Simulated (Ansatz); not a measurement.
`[AlH2][CH2][AlH][GeH3]` + `CN(C)C` → `CN(C)[CH2][AlH2]` + `[CH3][AlH][GeH3]`  (formal exchange of groups at the Al–C bond)

Program: Ansatz. Geometries: PBE0-D4/def2-TZVP. ΔE: electronic, gas phase. CCSD(T)/CBS is the MP2 limit (def2-TZVPP, def2-QZVPP) plus CCSD(T) − MP2 in def2-TZVPP, frozen cores. Functionals use def2-TZVPP. For Ge outer-core shells are correlated without core-valence functions, which leaves a few kJ/mol of doubt a bond. Scalar relativity is left out up to krypton. One conformer a species, not always the lowest.

(1) Is it downhill or uphill in electronic energy at CCSD(T)/CBS, and by how much? (An estimate is asked.)

(2) What do these levels give: ωB97X-V, PBE-QIDH, PBE, r2SCAN, BHLYP, HF/def2-QZVPP? (An estimate is asked.)

Largest T1 diagnostic among the species: 0.012.

Results:

(1) Ansatz gave: Uphill: ΔE = +11.3 kcal/mol.

(2) Computed: ωB97X-V 10.5, PBE-QIDH 11.6, PBE 10.7, r2SCAN 11.6, BHLYP 11.2, HF/def2-QZVPP 12.0 kcal/mol.

Leaving LDA and LC-ωPBE aside and taking each functional with its dispersion term where it has one, the values, not all of them listed here, spread over 1.7 kcal/mol, from BLYP-D4 to PBE-QIDH.
